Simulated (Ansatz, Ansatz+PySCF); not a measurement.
```yaml
atoms:
  - { symbol: C, position_ang: [0.0000, 0.0000, 0.0000] }
  - { symbol: H, position_ang: [0.9510, 0.9510, 0.9510] }
  - { symbol: H, position_ang: [0.6340, -0.6340, -0.6340] }
  - { symbol: H, position_ang: [-0.6340, 0.6340, -0.6340] }
  - { symbol: H, position_ang: [-0.6340, -0.6340, 0.6340] }
```

Basis set: 6-31G (spherical functions). Left uncorrelated: 1 orbital. Charge 0, multiplicity 1.

Computed with Ansatz (development build ahead of 0.2.0); each method stands on the lowest determinant of its kind that the runs found. Restricted open shells among the atoms or ions are ROHF, correlated in semicanonical orbitals with singles. Restricted functionals stand beside restricted open-shell atoms, which can lie above the unrestricted atoms usual in DFT and then raise those values.

(1) Give the atomization energy at this shape (free ground-state atoms in the same class of orbitals less the molecule, no zero-point energy) of singlet CH4 by PBE0 (restricted), RHF-CCSD(T), RHF-MP2, UHF, RHF.

Answers

(1)

```tsv
method	atomization energy
PBE0 (restricted)	15.83 eV
RHF-CCSD(T)	14.18 eV
RHF-MP2	13.78 eV
UHF	11.45 eV
RHF	11.48 eV
```

Caution for RHF-CCSD(T), RHF-MP2: bonds are stretched, where a single reference can fail.

This basis has no polarisation functions and is too small for such energies, which can lie far from measured ones in either direction.
